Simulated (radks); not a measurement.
La, configuration [Xe] 5d1 6s2. All-electron calculation, scalar-relativistic Kohn-Sham, PW91, spin-polarised, spherical densities, point nucleus; open shells are filled with parallel spins first (spin-orbit coupling, left out, can overturn this in heavy ions). Program: a radial shooting solver on a logarithmic mesh with Libxc functionals.

Unscreened Slater integrals over Kohn-Sham orbitals (eV). They are taken over the spin-up orbitals. Empty in this configuration: 6p.

F0(5d,5d): 8.3443
F2(5d,5d): 4.1962
F4(5d,5d): 2.7250
F0(5d,6s): 6.4364
G2(5d,6s): 2.0164
F0(5d,5p): 10.051
F2(5d,5p): 4.5597
G1(5d,5p): 5.1261
G3(5d,5p): 3.1475
F0(5d,5s): 10.383
G2(5d,5s): 3.1156
F0(5d,6p): 5.0679
F2(5d,6p): 1.7585
G1(5d,6p): 1.1447
G3(5d,6p): 0.82218
F0(6s,6s): 5.6187
F0(6s,5p): 7.0082
G1(6s,5p): 0.50872
F0(6s,5s): 7.1092
G0(6s,5s): 0.27958
F0(6s,6p): 4.6903
G1(6s,6p): 2.7856
F0(5p,5p): 13.561
F2(5p,5p): 7.3077
F0(5p,5s): 14.491
G1(5p,5s): 9.6930
F0(5p,6p): 5.3316
F2(5p,6p): 1.0539
G0(5p,6p): 0.18238
G2(5p,6p): 0.24228
F0(5s,5s): 15.699
F0(5s,6p): 5.3835
G1(5s,6p): 0.29141
F0(6p,6p): 4.1447
F2(6p,6p): 2.2124

Derived for the open shells (J is the average intra-shell exchange parameter used in DFT+U). 5d: Racah B = F2/49 - 5 F4/441 = 0.05474 eV, C = 35 F4/441 = 0.2163 eV, C/B = 3.95, F4/F2 = 0.649, J = (F2 + F4)/14 = 0.4944 eV.
